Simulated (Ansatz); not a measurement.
`F[SiH2][SeH]` and `Cl[SiH2][SeH]` differ in one element.

Ansatz, PBE0-D4/def2-TZVP geometries, multiplicity 1. Each molecule was computed in one conformer, which needn't be the lowest.

Scalar relativity is left out up to krypton.

```csv
property,`F[SiH2][SeH]`
HOMO–LUMO gap (PBE/def2-TZVPP) / eV,5.30
HOMO energy (PBE/def2-TZVPP) / eV,-6.39
HOMO energy (ωB97M-V/def2-TZVPP) / eV,-9.71
HOMO energy (PBE0/def2-TZVPP) / eV,-7.54
HOMO–LUMO gap (B3LYP/def2-TZVPP) / eV,6.80
LUMO energy (PBE0/def2-TZVPP) / eV,-0.21
```

(1) Give the same properties after the change, and the shifts. (Best estimate.)

Answers

(1) Computed: 
```tsv
property	`Cl[SiH2][SeH]`	shift
HOMO–LUMO gap (PBE/def2-TZVPP) / eV	4.93	-0.37
HOMO energy (PBE/def2-TZVPP) / eV	-6.17	0.22
HOMO energy (ωB97M-V/def2-TZVPP) / eV	-9.50	0.21
HOMO energy (PBE0/def2-TZVPP) / eV	-7.34	0.20
HOMO–LUMO gap (B3LYP/def2-TZVPP) / eV	6.51	-0.29
LUMO energy (PBE0/def2-TZVPP) / eV	-0.37	-0.16
```

With PBE0 the HOMO rises by 0.20 eV and the LUMO falls by 0.16 eV, so the gap narrows by about 0.36 eV. PBE moves the HOMO by 0.22 eV and ωB97M-V by 0.21 eV.

B3LYP here is the variant with VWN-RPA as its local correlation; programs differ in this.

Spin–orbit coupling is left out; it splits and shifts lone-pair levels of the heavy atoms by tenths of an eV.
